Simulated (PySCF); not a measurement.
C8H8S2Si, SMILES s1ccc(c1)[SiH2]c1cccs1, GFN2-xTB optimised geometry.

```
19

C      0.99    -2.26     0.00
C      2.35    -2.26     0.00
S      2.99    -0.67     0.00
C      1.40     0.02     0.00
Si     1.19     1.89     0.02
C     -0.62     2.24    -0.33
C     -1.33     1.74    -1.45
C     -2.62     2.14    -1.49
S     -3.02     3.16    -0.16
C     -1.42     3.02     0.44
C      0.46    -0.96     0.00
H      0.40    -3.16     0.00
H      3.02    -3.10     0.00
H      1.56     2.43     1.33
H      2.03     2.48    -1.04
H     -0.89     1.10    -2.19
H     -3.38     1.91    -2.22
H     -1.15     3.54     1.35
H     -0.60    -0.75     0.00
```

Density from PBE0/def2-SVP in PySCF 2.14.0 at that geometry.

Minimum of the electron density along straight lines between bonded atoms, close to the bond critical point (lines longer than 1.1 times the sum of covalent radii, or with two minima, are not listed):

| bond | length / Å | ρ at the minimum / e bohr⁻³ | ∇²ρ there / e bohr⁻⁵ | position (fraction from the first atom) |
|---|---|---|---|---|
| C1–C2 | 1.358 | 0.323 | -0.82 | 0.49 |
| C2–S3 | 1.718 | 0.216 | -0.47 | 0.47 |
| S3–C4 | 1.736 | 0.208 | [?] | 0.54 |
| C4–Si5 | 1.875 | 0.111 | 0.37 | 0.62 |
| Si5–C6 | 1.876 | 0.113 | 0.35 | 0.38 |
| C6–C7 | 1.423 | 0.289 | -0.69 | 0.50 |
| C7–C8 | 1.354 | 0.325 | -0.83 | 0.49 |
| C8–S9 | 1.722 | 0.215 | -0.46 | 0.47 |
| C6–C10 | 1.360 | 0.320 | -0.80 | 0.48 |
| S9–C10 | 1.719 | 0.216 | -0.47 | 0.53 |
| C1–C11 | 1.411 | 0.297 | -0.73 | 0.50 |
| C4–C11 | 1.365 | 0.318 | -0.79 | 0.51 |
| C1–H12 | 1.076 | 0.283 | -1.09 | 0.63 |
| C2–H13 | 1.072 | 0.286 | -1.12 | 0.64 |
| Si5–H14 | 1.467 | 0.117 | 0.32 | 0.49 |
| Si5–H15 | 1.469 | 0.117 | 0.32 | 0.49 |
| C7–H16 | 1.076 | 0.284 | -1.10 | 0.63 |
| C8–H17 | 1.072 | 0.286 | -1.12 | 0.64 |
| C10–H18 | 1.072 | 0.287 | -1.13 | 0.64 |
| C11–H19 | 1.076 | 0.285 | -1.10 | 0.64 |

Problem. Fill in the missing entries.

Solution. 
- S3–C4, ∇²ρ there / e bohr⁻⁵: -0.41
